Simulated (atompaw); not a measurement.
# u(r) = r·R(r): atom against pseudo-atom (lanthanum (La))

Columns: radius, all-electron u(r) and pseudo u(r) of the 5p shell (level -34.92 eV) of lanthanum in the configuration [Kr] 4d10 4f0 5s2 5p6 5d1 6s0 6p0; PBEsol, scalar-relativistic, PAW (atompaw) scheme, atompaw 4.2.0.5.

```csv
r (bohr),all-electron,pseudo
0.115,0.0319,0.0148
0.231,0.2804,0.0585
0.346,-0.0758,0.1272
0.462,-0.3927,0.2168
0.577,-0.4451,0.3194
0.692,-0.2941,0.4284
0.808,-0.0462,0.5375
0.923,0.2131,0.6381
1.038,0.4413,0.7257
1.154,0.6218,0.7968
1.269,0.7485,0.8479
1.385,0.8279,0.8789
1.500,0.8663,0.8897
1.615,0.8728,0.8821
1.731,0.8550,0.8580
1.846,0.8201,0.8207
1.962,0.7732,0.7733
2.077,0.7197,0.7197
2.192,0.6627,0.6627
2.308,0.6041,0.6041
2.423,0.5470,0.5470
2.538,0.4920,0.4920
2.654,0.4397,0.4397
2.769,0.3914,0.3914
2.885,0.3466,0.3466
3.000,0.3061,0.3061
```

(1) How many radial nodes do the two functions have?

(2) At about which radius was the pseudo-wave matched?

(3) Is the pseudo-wave norm-conserving?

## Answers

(1) The all-electron 5p function has n − l − 1 = 3 (the table is too coarse to show those close to the nucleus); the pseudo-wave has 0, since the states of the same l below it are removed with the core.

(2) 2.05 bohr, where the columns begin to agree (steps of 0.12 bohr).

(3) No, it belongs to a PAW set: the norm inside the radius is not constrained, and the difference is carried by the augmentation charge.
